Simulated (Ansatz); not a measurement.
`[NH2][Sn][Br]` + H₂O → `[OH][Sn][Br]` + NH₃ at 298.15 K and 1 bar (formal hydrolysis of the Sn–N bond).

Program: Ansatz. Geometries: PBE0-D4/def2-TZVP. ΔE: electronic, gas phase. CCSD(T)/CBS adds triple-zeta CCSD(T) − MP2 to the extrapolated MP2 energy (def2 sets, frozen cores). This one scheme is used for every species. def2 core potentials past Kr. For Br, Sn outer-core shells are correlated without core-valence functions, which leaves a few kJ/mol of doubt a bond. Scalar relativity is left out up to krypton. Each species was taken in one conformer, which may not be the lowest.

```
        species  CCSD(T)/CBS energy (Eh)  H − E (kJ/mol)  S (J/(mol·K))
`[NH2][Sn][Br]`              -2843.33195            82.6          320.9
            H₂O                -76.37941            66.4          188.7
 `[OH][Sn][Br]`              -2863.20849            50.2          316.3
            NH₃                -56.50880           100.5          192.4
```

H − E and S are ideal-gas, rigid-rotor, harmonic terms from PBE0-D4/def2-TZVP, for one conformer and one mirror image of each species. 1 Eh = 2625.50 kJ/mol, R = 8.31446 J/(mol·K).

By hand: ΔE, ΔH, ΔS and ΔG.

ΔE = (-2863.20849) + (-56.50880) − (-2843.33195) − (-76.37941) = -0.00593 Eh = -15.6 kJ/mol. Δ(H − E) = 50.2 + 100.5 − 82.6 − 66.4 = 1.7, so ΔH = -13.9 kJ/mol. ΔS = 316.3 + 192.4 − 320.9 − 188.7 = -0.9 J/(mol·K). ΔG = -13.9 − 298.15 × (-0.9)/1000 = -13.6 kJ/mol.

By hand: the equilibrium constant, and the temperature at which ΔG would vanish if ΔH and ΔS stayed fixed.

log₁₀ K = −ΔG/(RT ln 10) = 2.4. ΔG = 0 at ΔH/ΔS = 15444 K, far beyond where these terms or the molecules hold.

The number of gas molecules stays the same, so ΔS is small and ΔH decides. A doubt of 5 kJ/mol in ΔE shifts log₁₀ K by 0.9 here. Other conformers and mirror images would add mixing entropy, several J/(mol·K) or more a flexible species. These are equilibria of isolated gas molecules and say nothing of rates. Largest T1 diagnostic: 0.015 (customary marks: 0.02 for closed shells, 0.045 for open ones).
